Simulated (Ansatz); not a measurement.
Species: C₃H₅N, SMILES `N#CCC` (charge 0, multiplicity 1), formula C3H5N.

Task: How many basis functions does frozen-core CCSD(T)/def2-TZVPP // B3LYP-D3(BJ)/def2-TZVP (Ansatz, an electronic-structure program) use, how many core orbitals are frozen, and how many electrons are correlated?

Result: 194 basis functions and 4 frozen orbitals, which leaves 22 correlated electrons. Core time is of the order of minutes.
